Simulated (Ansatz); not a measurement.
Ansatz (a first-principles code) input for Mg(Br)(iPr) (C3H7BrMg), SMILES C[CH](C)[Mg][Br], PBE-D3(BJ)/def2-SVP. 

Ansatz 0.2 input:
```yaml
crystal:
  periodic: [false, false, false]
  atoms:
    - {symbol: Mg, position_ang: [0.23711752, -0.18485204, -0.00000000]}
    - {symbol: Br, position_ang: [-2.12136353, 0.04567834, 0.00000000]}
    - {symbol: C, position_ang: [2.34307796, -0.39041092, 0.00000000]}
    - {symbol: C, position_ang: [2.98486556, 0.19363026, 1.26729150]}
    - {symbol: C, position_ang: [2.98486556, 0.19363026, -1.26729151]}
    - {symbol: H, position_ang: [2.52432853, -1.48252235, 0.00000000]}
    - {symbol: H, position_ang: [4.08335032, 0.04532972, 1.26990393]}
    - {symbol: H, position_ang: [2.81945404, 1.28246968, 1.35215594]}
    - {symbol: H, position_ang: [2.59776080, -0.26734578, 2.19197464]}
    - {symbol: H, position_ang: [2.59776080, -0.26734578, -2.19197464]}
    - {symbol: H, position_ang: [4.08335032, 0.04532972, -1.26990392]}
    - {symbol: H, position_ang: [2.81945405, 1.28246968, -1.35215594]}
basis:
  gaussian:
    orbitals: def2-SVP
hamiltonian:
  xc: pbe
  dispersion: d3bj
relax: {f_tol: 0.002, max_steps: 200}
```

Output:

```
WARN ansatz: RAYON_NUM_THREADS=1 ignored (pool sized by the plan → 1); use --threads N
Functional definition: PBE
integrals: 0.07 GiB planned
1404 factors; their error is unknown
mean field: 0.38 GiB planned
mean field evaluation 1: about -78671.8793 eV, gradient 7.2e1 eV
mean field evaluation 2: about -78578.1761 eV, gradient 1.8e2 eV
mean field evaluation 4: about -78685.3036 eV, gradient 2.3e1 eV
mean field evaluation 8: about -78686.6244 eV, gradient 9.8e-2 eV
mean field evaluation 16: about -78686.5135 eV, gradient 4.2e-5 eV
mean field -78686.51351939 eV, -2891.6760362032 hartree, gradient 4.1e-5 eV, S^2 0.000000; 0 other end points of the search recorded, 0 dependent functions left out
the calculation of the forces begins
reference -78686.51356595 eV, -2891.6760379142 hartree; 36, 36 occupied and 91, 91 virtual orbitals, 1404 factors
relax step   1: F+E_penalty+E_count = -78686.76583068 eV  Δ(F+E_penalty+E_count) = +0.000e0 eV  max|allowed force component| = 2.514e-1 eV/Å  Δτ_max = 0.0000 Å  (30 SCF iters, accepted)
these checks for a lower state are left out or cut short: starts, cluster_reference, orbital_swaps, neighbouring_geometries, increment
integrals: 0.07 GiB planned
1404 factors; their error is unknown
mean field: 0.38 GiB planned
mean field -78686.52142466 eV, -2891.6763267162 hartree, gradient 2.2e-5 eV, S^2 0.000000; 0 other end points of the search recorded, 0 dependent functions left out
the calculation of the forces begins
reference -78686.52147128 eV, -2891.6763284296 hartree; 36, 36 occupied and 91, 91 virtual orbitals, 1404 factors
relax step   2: F+E_penalty+E_count = -78686.77301159 eV  Δ(F+E_penalty+E_count) = -7.181e-3 eV  max|allowed force component| = 8.274e-2 eV/Å  Δτ_max = 0.0115 Å  (32 SCF iters, accepted)
these checks for a lower state are left out or cut short: starts, cluster_reference, orbital_swaps, neighbouring_geometries, increment
integrals: 0.07 GiB planned
1404 factors; their error is unknown
mean field: 0.38 GiB planned
mean field evaluation 32: about -78686.5224 eV, gradient 2.2e-5 eV
mean field -78686.52235639 eV, -2891.6763609568 hartree, gradient 2.2e-5 eV, S^2 0.000000; 0 other end points of the search recorded, 0 dependent functions left out
the calculation of the forces begins
reference -78686.52240300 eV, -2891.6763626697 hartree; 36, 36 occupied and 91, 91 virtual orbitals, 1404 factors
relax step   3: F+E_penalty+E_count = -78686.77367175 eV  Δ(F+E_penalty+E_count) = -6.602e-4 eV  max|allowed force component| = 2.622e-2 eV/Å  Δτ_max = 0.0059 Å  (32 SCF iters, accepted)
these checks for a lower state are left out or cut short: starts, cluster_reference, orbital_swaps, neighbouring_geometries, increment
integrals: 0.07 GiB planned
1404 factors; their error is unknown
mean field: 0.38 GiB planned
mean field -78686.52235283 eV, -2891.6763608260 hartree, gradient 2.1e-5 eV, S^2 0.000000; 0 other end points of the search recorded, 0 dependent functions left out
the calculation of the forces begins
reference -78686.52239945 eV, -2891.6763625392 hartree; 36, 36 occupied and 91, 91 virtual orbitals, 1404 factors
relax step   4: F+E_penalty+E_count = -78686.77369557 eV  Δ(F+E_penalty+E_count) = -2.381e-5 eV  max|allowed force component| = 8.463e-3 eV/Å  Δτ_max = 0.0019 Å  (23 SCF iters, accepted)
these checks for a lower state are left out or cut short: starts, cluster_reference, orbital_swaps, neighbouring_geometries, increment
integrals: 0.07 GiB planned
1404 factors; their error is unknown
mean field: 0.38 GiB planned
mean field -78686.52233834 eV, -2891.6763602937 hartree, gradient 8.8e-5 eV, S^2 0.000000; 0 other end points of the search recorded, 0 dependent functions left out
the calculation of the forces begins
reference -78686.52238496 eV, -2891.6763620068 hartree; 36, 36 occupied and 91, 91 virtual orbitals, 1404 factors
relax step   5: F+E_penalty+E_count = -78686.77370006 eV  Δ(F+E_penalty+E_count) = -4.490e-6 eV  max|allowed force component| = 1.223e-3 eV/Å  Δτ_max = 0.0005 Å  (20 SCF iters, accepted)
integrals: 0.07 GiB planned
1404 factors; their error is unknown
mean field: 0.38 GiB planned
mean field evaluation 64: about -78686.5223 eV, gradient 5.4e-4 eV
mean field -78686.52233834 eV, -2891.6763602937 hartree, gradient 8.8e-5 eV, S^2 0.000000; 1 other end points of the search recorded, 0 dependent functions left out
the calculation of the forces begins
reference -78686.52238496 eV, -2891.6763620068 hartree; 36, 36 occupied and 91, 91 virtual orbitals, 1404 factors
Total energy: -78686.77374667 eV, -2891.6855993794 hartree
Atom 0 at     0.231715    -0.185204    -0.000000 Å, force    -0.000690    -0.000520     0.000000 eV/Å
Atom 1 at    -2.136761     0.049273    -0.000000 Å, force     0.000039     0.000386     0.000000 eV/Å
Atom 2 at     2.349493    -0.392036     0.000000 Å, force     0.000348    -0.000893     0.000000 eV/Å
Atom 3 at     2.985015     0.193209     1.270209 Å, force    -0.000630    -0.000442    -0.001223 eV/Å
Atom 4 at     2.985015     0.193209    -1.270209 Å, force    -0.000630    -0.000442     0.001223 eV/Å
Atom 5 at     2.525919    -1.492936     0.000000 Å, force    -0.000211     0.000702    -0.000000 eV/Å
Atom 6 at     4.092038     0.047383     1.275885 Å, force     0.000145     0.000533     0.000616 eV/Å
Atom 7 at     2.818239     1.289227     1.357359 Å, force     0.000328    -0.000258     0.000480 eV/Å
Atom 8 at     2.596536    -0.271337     2.201224 Å, force     0.000415     0.000330    -0.000222 eV/Å
Atom 9 at     2.596536    -0.271337    -2.201224 Å, force     0.000415     0.000330     0.000222 eV/Å
Atom 10 at     4.092038     0.047383    -1.275885 Å, force     0.000145     0.000533    -0.000616 eV/Å
Atom 11 at     2.818239     1.289227    -1.357359 Å, force     0.000328    -0.000258    -0.000480 eV/Å
Dipole moment:     0.462870    -0.063895     0.000000 e Å
```

Self-consistency was reached.
